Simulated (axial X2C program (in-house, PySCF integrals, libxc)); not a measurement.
# ZrH⁺: properties at the nuclei

Calculated with an in-house all-electron X2C program for linear molecules (integrals from PySCF): two-component X2C with atomic mean-field Coulomb and Gaunt terms, Gaussian nuclei, basis Zr dyall-cv3z, H dyall-v3z with contracted cores.

R = 1.802 Å (near the PBE0 minimum at charge 1 of the determinant lowest at the starting distance; the state shown can have its own minimum elsewhere).

Input and command:
```json
{"zs": [40, 1], "q": 1, "bas": ["dyall-cv3z", "dyall-v3z"], "r0": 1.86, "levels": ["PBE0", "HF", "BHandHLYP", "LDA", "TPSSh"], "nst": 3}
```
```bash
python soeom.py task.json out
```

Keys: zs atomic numbers; q charge; bas basis sets; r0 starting distance in Å; levels methods; nst determinants followed.

Determinant lowest in the PBE0 search, Ω = 1 (⟨Sz⟩ = -1.00, ⟨Lz⟩ = 2.00 at PBE0), spin on the atoms Zr -1.01, H 0.01:

```tsv
level	Eeff magnitude (GV/cm)	Ws magnitude Zr (kHz)	A∥/gI Zr (MHz)	qzz Zr (a.u.)	A∥/gI H (MHz)	qzz H (a.u.)
PBE0	0.0119	0.000847	-1150	-0.68	9.38	0.07
HF	0.0127	0.0304	-1010	-1.10	18.8	0.08
BHandHLYP	0.0133	0.0224	-1110	-0.82	9.83	0.07
LDA	0.324	0.142	-1300	-0.51	7.37	0.06
TPSSh	0.162	0.0779	-1090	-0.73	8.12	0.07
```

Determinant 0.10 eV from it at PBE0 and this distance, Ω = 2 (⟨Sz⟩ = -1.00, ⟨Lz⟩ = 3.00 at PBE0), spin on the atoms Zr -1.03, H 0.04:

```json
{"level": "PBE0", "Eeff magnitude (GV/cm)": "0.0804", "Ws magnitude Zr (kHz)": "0.00644", "A∥/gI Zr (MHz)": "506", "qzz Zr (a.u.)": "-0.81", "A∥/gI H (MHz)": "7.06", "qzz H (a.u.)": "0.07"}
{"level": "HF", "Eeff magnitude (GV/cm)": "0.384", "Ws magnitude Zr (kHz)": "0.0717", "A∥/gI Zr (MHz)": "533", "qzz Zr (a.u.)": "-0.62", "A∥/gI H (MHz)": "7.66", "qzz H (a.u.)": "0.09"}
{"level": "BHandHLYP", "Eeff magnitude (GV/cm)": "0.0212", "Ws magnitude Zr (kHz)": "0.00943", "A∥/gI Zr (MHz)": "517", "qzz Zr (a.u.)": "-0.75", "A∥/gI H (MHz)": "5.45", "qzz H (a.u.)": "0.08"}
{"level": "LDA", "Eeff magnitude (GV/cm)": "0.0111", "Ws magnitude Zr (kHz)": "0.0128", "A∥/gI Zr (MHz)": "458", "qzz Zr (a.u.)": "-1.07", "A∥/gI H (MHz)": "6.5", "qzz H (a.u.)": "0.07"}
{"level": "TPSSh", "Eeff magnitude (GV/cm)": "0.0582", "Ws magnitude Zr (kHz)": "0.0029", "A∥/gI Zr (MHz)": "537", "qzz Zr (a.u.)": "-0.87", "A∥/gI H (MHz)": "5.99", "qzz H (a.u.)": "0.08"}
```

Eeff is the effective electric field on the electron electric dipole moment in this Ω state and Ws the scalar–pseudoscalar constant of the nucleus named (defined with the proton number Z and per Ω); A∥ (defined per Ω) follows by multiplying with gI = μI/(I μN); qzz is the electric field gradient, eQq0 = 234.96 MHz × Q/barn × qzz. The operators were transformed with the bare-nucleus X2C matrices; with these basis sets, hyperfine constants and field gradients can be off by tens of per cent, and where levels differ in sign neither size nor sign is settled.

Question: With gI(91Zr) = -0.5214 (g factors from the IAEA table of nuclear moments by Stone), turn the PBE0 values of the first state into constants in MHz.

Answer: A∥(91Zr) = -1150 × -0.5214 = 600 MHz.

Each state is one determinant with collinear spin, which with several unpaired electrons need not be a pure state. Unrestricted Hartree–Fock can overshoot spin polarisation at the nuclei. In the state Ω = 1 the sign of Eeff differs between levels (HF, BHandHLYP, TPSSh against PBE0). In the state Ω = 2 the sign of Eeff differs between levels (LDA against PBE0). With several open shells hyperfine constants can be off by a factor of several. Where Eeff spreads by more than a factor of two the levels disagree and none is to be relied on. Open-shell Ω = 0 determinants with evenly filled partner blocks cannot be reached by this program, so the Ω shown need not be the lowest component. States lie within half an eV, so the first need not be the ground state. The sign of Ws at Zr differs between levels in the first state. The sign of Ws at Zr differs between levels in the second state. Further determinants of the search, some of them spin-mixed, are not shown. Where a field gradient or hyperfine factor spreads by more than a factor of two over the levels, a constant derived from it is not to be relied on. PBE0 term energies can be off by some tenths of an eV.
